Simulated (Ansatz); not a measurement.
CH₆SSi₂ (`[SiH3][SiH]1CS1`), relaxed with RKS PBE-D4/def2-SVP in the Gaussian-basis code of Ansatz from a rough embedded geometry. The force threshold is 0.03 eV/Å; the program also tests the step.

Charge 0, multiplicity 1.

Start:

```xyz
10

Si   -0.497    1.148    1.152
Si    0.466    0.275   -0.616
C     0.131   -1.431   -1.002
S     1.548   -1.610   -0.114
H    -1.456    0.231    1.856
H    -1.366    2.371    0.779
H     0.442    1.639    2.187
H     1.291    1.026   -1.546
H     0.194   -1.735   -2.104
H    -0.753   -1.914   -0.593
```

Problem. By how much does the energy fall, and how many steps does the optimiser take? (Best estimate.)

Solution. The calculation gave: 74.99 kJ/mol, in 5 steps.

Problem. Which bonds change most? (An estimate is asked.)

Solution. Ansatz gave: C3–S4 from 1.681 to 1.872 Å; Si1–Si2 from 2.195 to 2.335 Å; Si2–C3 from 1.780 to 1.874 Å; Si2–S4 from 2.230 to 2.136 Å.

Problem. Give the relaxed structure. (An estimate is asked.)

Solution. The calculation gave: 
```xyz
10

Si   -0.524    1.223    1.222
Si    0.621    0.220   -0.548
C     0.040   -1.472   -1.107
S     1.558   -1.627   -0.021
H    -1.344    0.144    1.876
H    -1.436    2.328    0.755
H     0.446    1.792    2.222
H     1.301    1.078   -1.575
H     0.210   -1.775   -2.157
H    -0.873   -1.911   -0.667
```
